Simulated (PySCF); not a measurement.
Vertical excitations of a molecule C3H7BF2O from TDA-PBE0/def2-SVPD (PySCF), as energy in eV (oscillator strength): 6.13 (0.001), 6.35 (0.027), 7.00 (0.007), 7.58 (0.002), 7.80 (0.018), 7.92 (0.004). Lowest triplet (TDA): 5.60 eV. Geometry optimised at r2SCAN-D4/def2-SVP. The values are those of a single conformer.

**Question.** Which molecule gave these data?
A) OCCB(F)CF
B) COB(CF)CF
C) COCCB(F)F
D) C[C@@H](O)B(F)CF

**Answer.** D, C[C@@H](O)B(F)CF
